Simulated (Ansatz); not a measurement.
Geometry optimisation, DFT PBE-D3(BJ), scalar-relativistic, plane waves, PAW (Ansatz).

Input:

```yaml
accuracy: low
crystal:
  lattice:
    - [6.889419, 0.0, 0.0]
    - [0.0, 6.889419, 0.0]
    - [0.0, 0.0, 6.889419]
  atoms:
    - { symbol: O, position: [0.9334913, 0.8000507, 0.5088539] }
    - { symbol: H, position: [0.9935843, 0.9124586, 0.4495403] }
    - { symbol: H, position: [1.0261069, 0.696537, 0.4871268] }
    - { symbol: O, position: [0.1199418, 0.3157811, 0.0516545] }
    - { symbol: H, position: [0.2549739, 0.3425625, 0.080183] }
    - { symbol: H, position: [0.1063046, 0.1782954, 0.0776645] }
    - { symbol: O, position: [0.4017134, 0.3538528, 0.499458] }
    - { symbol: H, position: [0.4180338, 0.2923882, 0.3740764] }
    - { symbol: H, position: [0.5309896, 0.3978775, 0.532839] }
    - { symbol: O, position: [0.5126391, 0.8980687, 0.4049538] }
    - { symbol: H, position: [0.5726309, 0.980537, 0.3081821] }
    - { symbol: H, position: [0.519561, 0.7693125, 0.3489296] }
    - { symbol: O, position: [0.7684019, 0.2418478, 0.360409] }
    - { symbol: H, position: [0.8395018, 0.1311618, 0.4099895] }
    - { symbol: H, position: [0.6865709, 0.187445, 0.2598664] }
    - { symbol: O, position: [0.9972185, 0.8386381, 1.0348411] }
    - { symbol: H, position: [0.9984672, 0.9605548, 0.9648443] }
    - { symbol: H, position: [0.9854431, 0.7415528, 0.9338432] }
    - { symbol: O, position: [0.7171499, 0.5632581, 0.7878457] }
    - { symbol: H, position: [0.7823472, 0.5358132, 0.6663513] }
    - { symbol: H, position: [0.5867489, 0.5145157, 0.7682351] }
    - { symbol: O, position: [0.043899, 0.309273, 0.7128452] }
    - { symbol: H, position: [0.0591749, 0.4122837, 0.6183982] }
    - { symbol: H, position: [0.0436678, 0.1919163, 0.6354364] }
    - { symbol: C, position: [0.651695, 0.0414563, 0.7825924] }
    - { symbol: C, position: [0.4747389, -0.0685039, 0.8220193] }
    - { symbol: "N", position: [0.3320003, -0.1572014, 0.8538223] }
    - { symbol: H, position: [0.7088923, 0.0033092, 0.6398425] }
    - { symbol: H, position: [0.6210615, 0.1968827, 0.7855089] }
    - { symbol: H, position: [0.7615694, 0.0089595, 0.8920266] }
basis:
  ecutwfc: 420.0
kpoints:
  mp_grid: { grid: [1, 1, 1] }
hamiltonian:
  xc: pbe
  dispersion: d3bj
scf:
  occupations: { method: fermi_dirac, width: 0.02 }
  lower_state_search: "off"
relax:
  f_tol: 0.3
  max_steps: 15
  adjacent_minimum: "off"
```

Command:

```bash
$ ansatz run input.yaml --threads 1 --pin off --max-ram 3072MiB --backend cpu --events-out ev --progress --plain --runs-dir out
```

Where does it end, and by what steps?

The run converged. The threshold is loose, so the end isn't yet a minimum. The force dipped under the threshold on the way, but the program's further checks kept it going. Limits of this set-up: coarse k mesh, low accuracy level. After 13 steps the energy has fallen by 4.692 eV; H20 moved furthest, 1.38 Å.

```json
{"step": "0", "energy less start (eV)": "0.0000", "largest force component (eV/Å)": "1.954", "accepted": "yes"}
{"step": "1", "energy less start (eV)": "-0.8808", "largest force component (eV/Å)": "1.621", "accepted": "yes"}
{"step": "2", "energy less start (eV)": "-1.5017", "largest force component (eV/Å)": "2.033", "accepted": "yes"}
{"step": "3", "energy less start (eV)": "-2.1698", "largest force component (eV/Å)": "2.037", "accepted": "yes"}
{"step": "4", "energy less start (eV)": "-2.7094", "largest force component (eV/Å)": "1.775", "accepted": "yes"}
{"step": "5", "energy less start (eV)": "-3.2325", "largest force component (eV/Å)": "1.828", "accepted": "yes"}
{"step": "6", "energy less start (eV)": "-3.5616", "largest force component (eV/Å)": "3.505", "accepted": "yes"}
{"step": "7", "energy less start (eV)": "-3.9361", "largest force component (eV/Å)": "1.907", "accepted": "yes"}
{"step": "8", "energy less start (eV)": "-4.2111", "largest force component (eV/Å)": "1.453", "accepted": "yes"}
{"step": "9", "energy less start (eV)": "-4.4167", "largest force component (eV/Å)": "0.592", "accepted": "yes"}
{"step": "10", "energy less start (eV)": "-4.5492", "largest force component (eV/Å)": "0.594", "accepted": "yes"}
{"step": "11", "energy less start (eV)": "-4.6312", "largest force component (eV/Å)": "0.445", "accepted": "yes"}
{"step": "12", "energy less start (eV)": "-4.6919", "largest force component (eV/Å)": "0.216", "accepted": "yes"}
{"step": "13", "energy less start (eV)": "-4.6919", "largest force component (eV/Å)": "0.216", "accepted": "yes"}
```

```xyz
30
Lattice="6.8894 0.0000 0.0000 0.0000 6.8894 0.0000 0.0000 0.0000 6.8894" Properties=species:S:1:pos:R:3
O 6.917 6.130 3.451
H 6.818 5.933 2.482
H 7.695 5.619 3.729
O 1.074 2.323 0.777
H 1.154 2.883 -0.018
H 1.188 1.409 0.453
O 2.555 2.975 3.062
H 2.086 2.809 2.208
H 3.421 2.520 2.924
O 3.290 6.135 2.187
H 4.159 6.577 2.190
H 3.464 5.194 2.360
O 5.075 1.822 2.391
H 5.833 1.921 3.020
H 5.423 2.176 1.553
O 6.513 5.558 7.586
H 7.353 5.600 7.073
H 6.075 4.759 7.205
O 5.409 3.356 6.068
H 6.034 2.856 5.483
H 4.785 3.781 5.452
O 0.263 1.846 4.354
H 1.102 2.207 3.970
H 0.282 0.879 4.121
C 4.100 0.189 5.485
C 2.929 -0.620 5.730
N 2.001 -1.291 5.927
H 4.480 -0.007 4.474
H 3.846 1.254 5.568
H 4.885 -0.051 6.217
```

Time of the run: 23 s on 1 thread of Intel(R) Xeon(R) Platinum 8488C (Sapphire Rapids), on a shared host, peak memory 0.43 GiB.
